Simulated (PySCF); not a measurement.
Vertical excitations of a molecule C3H7BO from TDA-CAM-B3LYP/def2-SVPD (PySCF), as energy in eV (oscillator strength): 6.12 (0.000), 6.81 (0.462), 7.24 (0.018), 7.24 (0.005), 7.80 (0.018), 8.11 (0.039), 8.38 (0.000), 8.44 (0.000), 8.67 (0.067), 8.82 (0.030). Lowest triplet (TDA): 3.82 eV. Geometry: B3LYP-D3(BJ)/def2-SVP. One conformer was computed; it need not be the lowest.

Question: Which structure fits?
(A) C=CB(C)O
(B) CB(C)C=O
(C) C=CBOC
(D) CB1CCO1

Answer: A, C=CB(C)O
